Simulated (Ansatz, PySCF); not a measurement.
Breaking the Ge1–H2 bond in CH4Ge (SMILES [CH3][GeH]) (multiplicity 1 held, fragments rigid). Energies count from the point at 1.605 Å.
Geometry at that point (charge 0, multiplicity 1):
```xyz
6

Ge    -0.264    -0.202     0.314
H     -1.283    -0.578    -0.869
C      1.007     0.726    -0.932
H      1.877     1.130    -0.417
H      0.483     1.536    -1.450
H      1.336     0.025    -1.706
```

Unrestricted levels (U-) break spin symmetry where that is lower. Active spaces are followed from a long bond inwards. Curves can end on different states.

Correlated levels freeze the cores. Filled d and f shells under p-block atoms count as core. Rows in 3-21G carry no dispersion term and start afresh at each structure; the Pople sets are all-electron and without relativity.

Codes used: Ansatz (Gaussian orbitals); PySCF for 3-21G rows. 

Task: Predict the energy at R = 5.138 Å from R-HF/3-21G.

Result: 621 kJ/mol

Task: What energy at R = 5.138 Å does FIC-MRCISD+Q on CASSCF(2,2)/cc-pVTZ give?

Result: 302 kJ/mol

Task: Predict the energy at R = 5.138 Å from U-PBE/cc-pVTZ.

Result: 295 kJ/mol

Doubts at one or more of the structures used: a restricted determinant that unrestricted orbitals would lower (R-HF/3-21G); a spin-contaminated determinant (U-PBE/cc-pVTZ).

Ansatz is a quantum-chemistry and plane-wave program.
